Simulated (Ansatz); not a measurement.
Mulliken charges of `OC[O][GeH3]` from r2SCAN/def2-TZVPP in Ansatz (PBE0-D4/def2-TZVP geometry).

```tsv
atom	x (Å)	y (Å)	z (Å)	charge (e)
O1	-1.648	1.638	0.246	-0.351
C2	-0.440	0.968	0.343	0.231
O3	-0.583	-0.335	-0.148	-0.420
Ge4	0.851	-1.394	-0.220	0.309
H5	-1.917	1.628	-0.678	0.201
H6	-0.183	0.968	1.410	0.044
H7	0.354	1.493	-0.217	0.035
H8	0.332	-2.696	-0.831	-0.003
H9	1.399	-1.598	1.204	-0.021
H10	1.919	-0.723	-1.105	-0.024
```

Task: By hand: the dipole of these point charges (1 e Å = 4.8032 D).

Result: Σ q r = (0.527, -0.160, -0.091) e Å, of length 0.558 e Å = 2.68 D.

Task: How does the dipole of the full density compare? (Estimate.)

Result: Computed: (0.337, -0.097, -0.208) e Å, 1.96 D; the point charges give 1.37 times that, at 21° from its direction.

Point charges leave out the atoms' own dipoles, such as those of lone pairs, and Mulliken's split depends on the basis, so the two needn't agree.
